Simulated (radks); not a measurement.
The copper ion Cu+ inside a hard spherical wall (all orbitals vanish at R), configuration held at [Ar] 3d10 and not refilled when levels cross. Calculated with a radial shooting solver on a logarithmic mesh with Libxc functionals: non-relativistic Kohn-Sham, PBE, spin-polarised, spherical densities, point nucleus. Eigenvalues in eV for spin up, with the zero of energy where the potential of the charges vanishes at infinity; a dash marks a level that is unbound or too diffuse for the functional's potential to be trusted. A positive occupied level is held by the wall or, in an anion where self-interaction has pushed it up, behind a barrier. The pressure on the wall is -dE/dV.

R (bohr)  E (hartree)  kinetic (hartree)    e(2p)    e(3s)    e(3p)    e(3d)  e(4s, empty)  e(4p, empty)  pressure (GPa)
free      -1639.99952           1638.820  -919.94  -119.49  -79.675  -13.752       -11.588        -6.471               0
20        -1639.99952           1638.820  -919.94  -119.49  -79.675  -13.752       -11.588        -6.471        < 0.0001
12        -1639.99952           1638.820  -919.94  -119.49  -79.675  -13.752       -11.588        -6.470        < 0.0001
10        -1639.99952           1638.820  -919.94  -119.49  -79.675  -13.751       -11.588        -6.458        < 0.0001
3.5       -1639.89840           1639.372  -916.50  -116.45  -76.696  -10.852        -4.947         4.259            36.1
3         -1639.73610           1640.099  -912.99  -113.57  -73.876   -7.953         2.025        13.235             135
1.5       -1629.75219           1678.337  -835.30  -59.727  -18.166   55.753        193.10        214.95           34600
